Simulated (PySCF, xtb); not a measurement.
W(OH)4(H)2 (H6O4W), SMILES [OH][WH2]([OH])([OH])[OH], multiplicity 1.

xtb with GFN2-xTB at its own geometry gives an orbital gap of 5.01 eV and a dipole moment of 3.38 D.

Coordinates come from a PBE0-D3(BJ)/def2-SVP optimisation. The multiplicity is an assumed one; no other spin state was optimised. The structure was generated by enumeration; whether it is a known compound was not checked. The def2 effective core potentials stand for the cores of W; spin–orbit coupling is left out. Other conformers were not sampled.

What does PySCF with r2SCAN/def2-TZVP give? (The exact figures need the calculation; the answer reports its results.)

gap 3.96 eV (levels -6.46 and -2.49 eV), dipole 1.62 D.
